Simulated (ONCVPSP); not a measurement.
## Potentials for O compared

Generated with ld1.x 7.5 (TM, RRKJ, ultrasoft, PAW), atompaw 4.2 or ONCVPSP 4.0.1. The cutoff is in Ry: for ld1.x and atompaw files where the sum of valence levels is converged to 10 mRy in a Bessel basis, for ONCV files where the hardest occupied wave has 1 mHa per electron of residual kinetic energy. The error is the largest all-electron minus pseudo excitation energy over each file’s own four to seven test configurations (ionisations up to +4, promotions, holes and added fractions of an electron), all of which were solved. The labels leave out finer settings (local radius, basis sizes, second energies), which also bear on the numbers. Spin-polarised tests are not counted. The rows are a selection from randomly drawn settings: files with unsolved tests, undetermined cutoffs or missed reference levels are left out.

A true bound ghost makes a file unfit for plane-wave use even where its test errors are small: the radial tests pick states by their node count and pass the ghost by.

| potential | cutoff (Ry) | largest error (meV) | bound ghosts |
| --- | --- | --- | --- |
| ONCV, LDA (Perdew-Zunger), scalar-relativistic, rc 0.70/1.00 (sp), local smoothed, core correction yes, reference 2s2 2p4, qcut 8.9/9.9, projectors 2/2 | 87 | +536 | none |
| ONCV, PBEsol, scalar-relativistic, rc 0.65/2.08 (sp), local smoothed, core correction yes, reference 2s1 2p5, qcut 8.2/4.9, projectors 1/1 | 100 | +2204 | none |
| ONCV, PBE, scalar-relativistic, rc 0.65/1.40 (sp), local smoothed, core correction yes, reference 2s2 2p4, qcut 10.7/12, projectors 2/2 | 85 | +1064 | none |
| ONCV, PBE, fully relativistic, rc 0.70/1.75 (sp), local smoothed, core correction no, reference 2s2 2p4, qcut 7.9/9.5, projectors 2/2 | 143 | +3184 | none |

(1) Fill in the row for O: ONCV, PBE, scalar-relativistic, rc 0.90/2.00/1.80 (spd), local smoothed, core correction yes, reference 2s1 2p5, qcut 6.2/8.6/4.8, projectors 2/1/2.

(2) Fill in the row for O: ONCV, PBE, scalar-relativistic, rc 0.65/1.50/1.60 (spd), local smoothed, core correction yes, reference 2s2 2p4, qcut 7.9/8.1/5.2, projectors 3/3/1.

(3) Fill in the row for O: ONCV, PBE, scalar-relativistic, rc 0.85/1.25 (sp), local smoothed, core correction yes, reference 2s2 2p4, qcut 7.6/11.9, projectors 2/2.

Answers

(1) cutoff 265 Ry, largest error +759 meV, bound ghosts: none.

(2) cutoff 138 Ry, largest error +2359 meV, bound ghosts: s.

(3) cutoff 178 Ry, largest error +1097 meV, bound ghosts: none.
